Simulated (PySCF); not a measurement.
SMILES c1oc([SiH2][CH2][GeH3])cc1 (C5H10GeOSi), GFN2-xTB optimised geometry.

```
18

Ge    -2.27     0.96     0.07
C     -1.89    -0.87     0.70
Si    -0.33    -1.67    -0.03
C      0.98    -0.33     0.00
C      2.35    -0.33     0.00
C      2.76     1.02     0.00
C      1.62     1.75     0.00
O      0.55     0.95     0.00
H     -1.70     2.03     0.94
H     -3.77     1.17     0.10
H     -1.86     1.20    -1.35
H     -1.81    -0.84     1.79
H     -2.75    -1.50     0.48
H      0.12    -2.81     0.77
H     -0.57    -2.09    -1.42
H      2.98    -1.20     0.00
H      3.77     1.39     0.00
H      1.44     2.81     0.00
```

Density from PBE0/def2-SVP run with PySCF at that geometry.

Minimum of the electron density along straight lines between bonded atoms, close to the bond critical point (lines longer than 1.1 times the sum of covalent radii, or with two minima, are not listed):

```tsv
bond	length / Å	ρ at the minimum / e bohr⁻³	∇²ρ there / e bohr⁻⁵	position (fraction from the first atom)
Ge1–C2	1.976	0.121	0.04	0.47
C2–Si3	1.896	0.111	0.31	0.62
Si3–C4	1.874	0.112	0.38	0.38
C4–C5	1.368	0.323	-0.82	0.51
C5–C6	1.413	0.292	-0.69	0.50
C6–C7	1.362	0.326	-0.83	0.48
C4–O8	1.354	0.278	0.15	0.33
C7–O8	1.338	0.292	0.13	0.33
Ge1–H9	1.494	0.143	0.08	0.59
Ge1–H10	1.510	0.138	0.08	0.59
Ge1–H11	1.494	0.142	0.08	0.59
C2–H12	1.090	0.268	-0.94	0.63
C2–H13	1.090	0.269	-0.94	0.63
Si3–H14	1.468	0.117	0.32	0.49
Si3–H15	1.470	0.117	0.32	0.49
C5–H16	1.071	0.286	-1.11	0.63
C6–H17	1.071	0.285	-1.11	0.64
C7–H18	1.072	0.291	-1.17	0.65
```
